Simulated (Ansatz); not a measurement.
`[OH][GeH2][TeH]` + CH₄ → `[CH3][GeH2][TeH]` + H₂O at 298.15 K and 1 bar (formal exchange of groups at a Ge–O bond).

Calculated with Ansatz (gas phase, PBE0-D4/def2-TZVP geometries, no zero-point term in ΔE). CBS: MP2 limit from def2 TZ/QZ plus the TZ coupled-cluster correction, frozen cores. This one scheme is used for every species. def2 core potentials past Kr. For Ge, Te outer-core shells are correlated without core-valence functions, which leaves a few kJ/mol of doubt a bond. Scalar relativity is left out up to krypton. One conformer a species, not always the lowest.

```tsv
species	CCSD(T)/CBS energy (Eh)	H − E (kJ/mol)	S (J/(mol·K))
`[OH][GeH2][TeH]`	-2421.45317	114.4	343.1
CH₄	-40.46206	127.4	186.2
`[CH3][GeH2][TeH]`	-2385.52242	175.2	350.5
H₂O	-76.37941	66.4	188.7
```

H − E and S are ideal-gas, rigid-rotor, harmonic terms from PBE0-D4/def2-TZVP, for one conformer and one mirror image of each species. 1 Eh = 2625.50 kJ/mol, R = 8.31446 J/(mol·K).

Task: By hand: ΔE, ΔH, ΔS and ΔG.

Result: ΔE = (-2385.52242) + (-76.37941) − (-2421.45317) − (-40.46206) = 0.01340 Eh = 35.2 kJ/mol. Δ(H − E) = 175.2 + 66.4 − 114.4 − 127.4 = -0.2, so ΔH = 35.0 kJ/mol. ΔS = 350.5 + 188.7 − 343.1 − 186.2 = 9.9 J/(mol·K). ΔG = 35.0 − 298.15 × (9.9)/1000 = 32.0 kJ/mol.

Task: By hand: the equilibrium constant, and the temperature at which ΔG would vanish if ΔH and ΔS stayed fixed.

Result: log₁₀ K = −ΔG/(RT ln 10) = -5.6. ΔG = 0 at ΔH/ΔS = 3535 K, far beyond where these terms or the molecules hold.

The number of gas molecules stays the same, so ΔS is small and ΔH decides. A doubt of 5 kJ/mol in ΔE shifts log₁₀ K by 0.9 here. Other conformers and mirror images would add mixing entropy, several J/(mol·K) or more a flexible species. These are equilibria of isolated gas molecules and say nothing of rates. Largest T1 diagnostic: 0.011 (customary marks: 0.02 for closed shells, 0.045 for open ones).
